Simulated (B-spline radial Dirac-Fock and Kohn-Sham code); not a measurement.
Z = 23 (vanadium), transition energy 200 keV. These are calculated numbers from a radial finite-basis atomic code; the model is a Dirac-Hartree-Slater potential of the neutral atom with a Latter tail (no hole, which puts coefficients of high multipoles low close above an edge), finite nucleus with surface currents. Subshells that would emit electrons below 1 keV are left out.

Problem. A pure transition shows α(K) = 0.118, L1/L2 = 18.2 and L1/L3 = 19.8. What is its multipolarity?
A. E4
B. M1
C. E1
D. M2
E. M3
F. E3
G. E2
H. M4

Solution. E. For comparison, α(K), L1/L2, L1/L3 are E1 0.00342, 89.0, 49.1; E2 0.0235, 31.2, 23.0; E3 0.136, 11.8, 10.3; E4 0.753, 5.62, 5.25; M1 0.00346, 59.1, 113; M2 0.0205, 30.0, 53.8; M4 0.674, 12.3, 9.45.
